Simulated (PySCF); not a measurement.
C3H10NSi, charge -1, multiplicity 1. Atoms are numbered in the order given.

```xyz
15

C     -1.0465     0.3254    -1.4932
Si     0.0657    -0.1928     0.0000
C      1.4584     1.1157     0.0000
C     -1.0465     0.3254     1.4932
N      0.7394    -1.7178     0.0000
H     -0.4956     0.1959    -2.4392
H     -1.3843     1.3756    -1.4310
H     -1.9443    -0.3139    -1.5455
H      2.0971     0.9879     0.8886
H      1.0647     2.1462     0.0000
H      2.0971     0.9879    -0.8886
H     -1.3843     1.3756     1.4310
H     -1.9443    -0.3139     1.5455
H     -0.4956     0.1959     2.4392
H      0.1012    -2.5112     0.0000
```
Charge -1, spin multiplicity 1.

Geometry: PBE0-D3(BJ)/def2-SVPD. The spin state was assumed, not searched. The isomer is the one that the SMILES or the coordinates give; other isomers of the formula were not compared. Other conformers were not sampled.

These are PBE0-D3(BJ)/def2-SVPD (PySCF 2.14.0) values and carry that method's errors.

Frequencies are harmonic and unscaled.

```tsv
mode	ν (cm⁻¹)	IR (km/mol)	moving atoms (share of kinetic energy)
1	101	1.4	H 99 %
2	144	2.1	H 97 %
3	160	0.1	H 95 %
4	174	2.6	C 47 %, H 45 %
5	197	0.4	C 50 %, H 42 %
6	235	0.9	H 41 %, C 31 %, Si 19 %, N 9 %
7	274	18.7	N 34 %, H 27 %, C 20 %, Si 19 %
8	275	23.5	H 34 %, N 30 %, C 19 %, Si 18 %
9	286	75.3	H 86 %, N 11 %
10	572	5.7	C 64 %, H 23 %
11	598	31.4	C 44 %, H 36 %, Si 21 %
12	617	0.1	H 85 %, C 15 %
13	632	17.3	C 44 %, H 38 %, Si 17 %
14	672	73.5	H 82 %, C 8 %
15	709	28.1	H 65 %, C 21 %, Si 12 %
16	753	30.0	H 68 %, C 19 %, N 9 %
17	797	7.5	H 60 %, C 23 %, N 14 %
18	798	60.9	H 63 %, C 23 %, Si 14 %
19	814	121.7	H 58 %, Si 20 %, C 19 %
20	1000	237.5	N 45 %, Si 42 %, H 12 %
21	1190	52.3	H 77 %, C 23 %
22	1195	49.0	H 77 %, C 23 %
23	1205	34.2	H 77 %, C 22 %
24	1409	0.0	H 95 %
25	1415	0.0	H 95 %
26	1416	0.1	H 95 %
27	1421	3.5	H 95 %
28	1424	2.5	H 95 %
29	1435	2.0	H 96 %
30	2999	46.0	H 97 %
31	3002	57.3	H 97 %
32	3018	32.8	H 97 %
33	3088	1.6	H 91 %, C 9 %
34	3092	95.2	H 91 %, C 9 %
35	3106	20.8	H 91 %, C 9 %
36	3107	33.0	H 91 %, C 9 %
37	3110	67.7	H 91 %, C 9 %
38	3120	35.1	H 91 %, C 9 %
39	3569	23.3	H 93 %
```
